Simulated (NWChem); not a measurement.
Species: BSiH₅O₂; SMILES OB(O)[SiH3]

```xyz
9

B      0.0099    -0.5693     0.0000
O      0.0008    -1.2094    -1.2018
H     -0.0165    -2.1730    -1.1549
O      0.0008    -1.2094     1.2018
H     -0.0165    -2.1730     1.1549
Si     0.0014     1.4660     0.0000
H      0.6801     2.0196     1.2138
H     -1.4079     1.9788     0.0000
H      0.6801     2.0196    -1.2138
```
Atoms are numbered in this order, from 1.

Computed with NWChem. Medium grid unless said otherwise, to which SCAN and Minnesota functionals are sensitive. Coordinates come from a PBE0/def2-SVP optimisation. B3LYP is NWChem's, with the RPA form of VWN correlation. Total energies of different functionals are on different scales.

| level | energy (Ha) | highest occupied level (eV) | orbital gap (eV) | dipole (D) | relative time |
|---|---|---|---|---|---|
| B3LYP/def2-TZVP | -468.0018 | -8.20 | 7.92 | 3.37 | 1 |
| PBE/def2-TZVP | -467.6121 | -7.15 | 6.14 | 3.36 | 1 |
| B3PW91/def2-TZVP | -467.8735 | -8.19 | 7.94 | 3.40 | 1 |
| LC-BLYP (range parameter 0.33 per bohr)/def2-TZVP | -467.3909 | -10.68 | 12.24 | 3.47 | 7 |
| PBE0/def2-TZVP | -467.6485 | -8.40 | 8.33 | 3.39 | 1 |
| SCAN/def2-TZVP | -467.9233 | -7.45 | 6.67 | 3.40 | 1 |
| BLYP/def2-TZVP | -467.9259 | -7.04 | 6.18 | 3.34 | 1 |
| revPBE/def2-TZVP | -467.8497 | -7.11 | 6.19 | 3.35 | 1 |
| Hartree-Fock/def2-TZVP | -466.4338 | -11.44 | 14.23 | 3.46 | 1 |

The last column is a rough cost ratio, cheapest run = 1.
